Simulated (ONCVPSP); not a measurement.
## scandium: one change to an ONCV potential, before and after

Sc, optimised norm-conserving Vanderbilt (ONCV), made with ONCVPSP 4.0.1 (PBE, scalar-relativistic). Core [Ne], reference 3s2 3p6 3d1 4s1.5 (charge +0.5). Waves: 3s+4s: rc 1.45 bohr, ncon 4, nbas 7, qcut 6.5 1/bohr, 3 projectors, debl 1.4 Ha; 3p: rc 1.65 bohr, ncon 4, nbas 7, qcut 10.6 1/bohr, 2 projectors, debl 3.9 Ha; 3d: rc 1.70 bohr, ncon 3, nbas 8, qcut 7.6 1/bohr, 3 projectors, debl 2.6 Ha. Local part: polynomial inside 1.20 bohr (lpopt 4, dvloc0 -1 Ha). Core correction: Teter function, fcfact 2.25, rcfact 1.25.

Change: d: rc 1.78.

Cutoffs: the cutoffs (Ha) at which the residual kinetic energy of the hardest occupied pseudo-wave falls to 1 and 0.1 mHa per electron; they do not see the model core or the augmentation charge, which bear on the density cutoff. Errors are all-electron minus pseudo energies relative to the spin-unpolarised reference configuration.

**Question.** Predict the effect on cutoff, ghosts and configuration errors.

**Answer.** The potential gets neither clearly harder nor softer (24 Ha and 48 Ha → 23 Ha and 48 Ha); the errors of the 4 common tests hardly move; neither file shows a bound ghost.

```tsv
quantity	base	changed
cutoff, loose	24 Ha	23 Ha
cutoff, tight	48 Ha	48 Ha
loose cutoff by channel	s 19 Ha, p 17 Ha, d 24 Ha	s 19 Ha, p 17 Ha, d 23 Ha
bound ghosts	none	none
GHOST(+) flags under 300 eV	none	none
error for 3s2 3p6 3d1 4s2, meV [ΔE -2.75 eV]	+0.2	+0.2
error for 3s2 3p6 3d1 4s1, meV [ΔE 4.14 eV]	-0.2	-0.2
error for 3s2 3p6 3d1 4s0, meV [ΔE 16.91 eV]	-1.5	-1.5
error for 3s2 3p6 3d1 4s0 4p2, meV [ΔE 2.92 eV]	+0.2	+0.2
s: phases at 1.47 bohr within 0.05 rad from the reference energy up to (Ha; the scan ends near 5)	to the end of the scan	to the end of the scan
p: phases at 1.68 bohr within 0.05 rad from the reference energy up to (Ha; the scan ends near 5)	to the end of the scan	to the end of the scan
rms error of d²Exc/dni dnj with the model core, mHa	0.75	0.73
```
